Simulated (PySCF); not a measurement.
# H₃WN + Br₂ → HWN + 2 HBr

Level: PBE0 in the def2-TZVP basis family, computed in PySCF with density fitting; scalar-relativistic core potentials for atoms from Rb on, none lighter, no spin–orbit coupling; open shells unrestricted.

```json
{"species": "H₃WN", "state and structure": "singlet, C3v, W–H 1.715 Å (×3), W–N 1.649 Å; H–W–H 118.0° (×3), H–W–N 98.2° (×3)", "ZPE (kJ/mol)": "65.7", "H(298 K) − H(0) (kJ/mol)": "11.2", "S° (J/(mol K))": "259.6"}
{"species": "Br₂", "state and structure": "singlet, D∞h, Br–Br 2.281 Å", "ZPE (kJ/mol)": "2.0", "H(298 K) − H(0) (kJ/mol)": "9.7", "S° (J/(mol K))": "244.8"}
{"species": "HWN", "state and structure": "triplet, Cs, W–H 1.704 Å, W–N 1.653 Å; H–W–N 97.0°", "ZPE (kJ/mol)": "22.7", "H(298 K) − H(0) (kJ/mol)": "10.3", "S° (J/(mol K))": "268.6"}
{"species": "HBr", "state and structure": "singlet, C∞v, H–Br 1.421 Å", "ZPE (kJ/mol)": "16.0", "H(298 K) − H(0) (kJ/mol)": "8.7", "S° (J/(mol K))": "198.5"}
```

Task: Is the gas-phase reaction uphill or downhill in electronic energy at this level, and by how much?

Result: At PBE0/def2-TZVP, ΔE = 60.3 kJ/mol, uphill. 

Task: Add zero-point, thermal and entropy terms for 298.15 K and 1 bar.

Result: ΔZPE = -13.0 and Δ[H(298) − H(0)] = 6.8 kJ/mol give ΔH° = 54.1 kJ/mol. ΔS° = 161.2 J/(mol K), so ΔG° = 54.1 − 298.15 × (0.1612) = 6 kJ/mol and log₁₀K = -1.1. ΔG° would change sign near 340 K if ΔH° and ΔS° stayed fixed.

Spin–orbit coupling can matter for H₃WN, HWN and is left out. Open d or f shells are single determinants, so the state found may not be the ground state. Each species is the lowest minimum found with this bonding; other isomers or fragments can lie lower.
